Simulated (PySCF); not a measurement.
**HgI₃⁻: from structure and modes to constants**

Method: PySCF, PBE0, basis Hg def2-SVPD with ECP60, I def2-SVPD with ECP28 (scalar-relativistic core potentials, no spin–orbit coupling, density fitting).

The singlet minimum has D3h symmetry. Masses (u): Hg 201.97063, I 126.90447.

```xyz
4
charge -1 multiplicity 1, angstrom
Hg    0.0000    0.0000    0.0000
I     2.7623    0.0000    0.0000
I    -1.3811    2.3922    0.0000
I    -1.3811   -2.3922    0.0000
```

Harmonic wavenumbers (cm⁻¹): 35.9 (e', ×2), 53.4 (a2'', ×1), 122.7 (a1', ×1), 148.4 (e', ×2).

Find the principal moments of inertia and the rotational constants. What kind of rotor is it?

About the centre of mass I = 1452.5, 1452.5, 2904.9 u Å². With B = 16.8576/I this gives 0.01161, 0.01161, 0.005803 cm⁻¹. The molecule is an oblate symmetric top.

What is the harmonic zero-point energy?

Half the sum of all 6 wavenumbers, 545/2 = 272 cm⁻¹, which is 3.3 kJ/mol (1 cm⁻¹ = 0.0119627 kJ/mol).

Give the standard entropy (298.15 K, 1 bar) by its translational, rotational, vibrational and spin parts, and Cp.

Sackur–Tetrode with M = 582.68 u gives 188.3; rotation with symmetry number 6 gives 127.3; vibration 100.7; spin R ln 1 = 0.0. The total is 416.3 J/(mol K), and Cp = 4 R + 48.9 = 82.1 J/(mol K).

Other isomers or separated fragments may lie lower. The lowest empty level of this anion is unbound, so it and the gap depend on the basis. With an element this heavy the missing spin–orbit coupling can shift these numbers.
